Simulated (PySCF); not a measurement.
# How methods differ on the electron affinity of Pt

Pt⁻ [Xe] 4f14 5d9 6s2 (2D) → Pt [Xe] 4f14 5d9 6s1 (3D), as a difference of total energies. Calculation: PySCF 2.14, in x2c-TZVPPall with one added diffuse shell each of s, p, d, f type (12s8p8d4f1g, 113 functions); the spin-free X2C one-electron Hamiltonian (Gaussian nucleus). Correlated levels: valence: [Xe] 4f14 frozen. The calculations carry no spin-orbit coupling.

Question: Order these methods by the electron affinity they give, lowest first.
A. UHF
B. CCSD(T) (valence)
C. CCSD (valence)
D. MP2 (valence)

Answer: A (0.443 eV), C (1.818 eV), D (1.892 eV), B (1.989 eV).

Errors of the correlated levels include the incompleteness of this basis and the frozen core.

The coupled-cluster amplitudes are large for Pt⁻ (T1 above 0.03 or a double amplitude above 0.15), so a single reference is strained.

For comparison: 2.125 eV (measured; photodetachment measurements, as compiled on the Wikipedia data page of electron affinities).
